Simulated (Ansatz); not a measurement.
Geometry optimisation, Ansatz 0.2.0, RKS PBE/def2-SVP.

Input file:

```yaml
crystal:
  periodic: [false, false, false]
  atoms:
    - { symbol: Ge, position_ang: [0.118277, 0.045662, 0.195122] }
    - { symbol: Ge, position_ang: [0.140627, 0.008591, 2.603892] }
    - { symbol: H, position_ang: [-1.163353, -0.566788, 3.204358] }
    - { symbol: H, position_ang: [1.332879, -0.893845, 3.00271] }
    - { symbol: H, position_ang: [0.362357, 1.459364, 3.08891] }
    - { symbol: F, position_ang: [1.785373, -0.158061, -0.310289] }
    - { symbol: F, position_ang: [-0.364626, 1.481522, -0.66773] }
    - { symbol: F, position_ang: [-0.697599, -1.322851, -0.548597] }
    - { symbol: S, position_ang: [-3.245491, 0.207484, 0.954053] }
    - { symbol: H, position_ang: [-2.850264, -0.861764, 0.204161] }
    - { symbol: H, position_ang: [-2.55008, -0.272114, 2.053609] }
basis:
  gaussian: { orbitals: def2-SVP }
hamiltonian:
  xc: pbe
relax:
  f_tol: 0.03
  max_steps: 50
```

Run as:

```bash
$ ansatz run input.yaml --threads 4 --pin off --max-ram 5120MiB --backend cpu --events-out ev --progress --plain --runs-dir out
```

**Question.** Where does it end, and by what steps?

**Answer.** The forces met the threshold. The force dipped under the threshold on the way, but the program's further checks kept it going. After 21 steps the energy has fallen by 0.202 eV; H11 moved furthest, 1.00 Å.

```tsv
step	energy less start (eV)	largest force component (eV/Å)	accepted
0	0.0000	0.520	yes
1	-0.0673	0.301	yes
2	-0.0973	0.223	yes
3	-0.1272	0.198	yes
4	-0.1483	0.318	yes
5	-0.1522	0.581	yes
6	-0.1743	0.077	yes
7	-0.1502	0.265	no
8	-0.1811	0.040	yes
9	-0.1860	0.091	yes
10	-0.1883	0.195	yes
11	-0.1929	0.119	yes
12	-0.1961	0.047	yes
13	-0.1988	0.023	yes
14	-0.1997	0.081	yes
15	-0.2007	0.064	yes
16	-0.2012	0.035	yes
17	-0.2016	0.016	yes
18	-0.2020	0.024	yes
19	-0.2021	0.033	yes
20	-0.2022	0.032	yes
21	-0.2023	0.029	yes
```

```xyz
11
Properties=species:S:1:pos:R:3
Ge 0.286 -0.094 0.188
Ge 0.270 0.039 2.623
H -0.598 -1.128 3.139
H 1.742 -0.135 3.072
H -0.287 1.416 3.030
F 1.798 -0.703 -0.444
F 0.049 1.426 -0.639
F -0.903 -1.167 -0.544
S -3.222 0.448 1.219
H -2.805 -0.313 0.166
H -3.463 -0.661 1.971
```

Whether the end is a true minimum wasn't checked by a vibrational analysis.

The run took 68 s on 4 threads of Arm Neoverse N1 (shared host), peak memory 0.24 GiB.
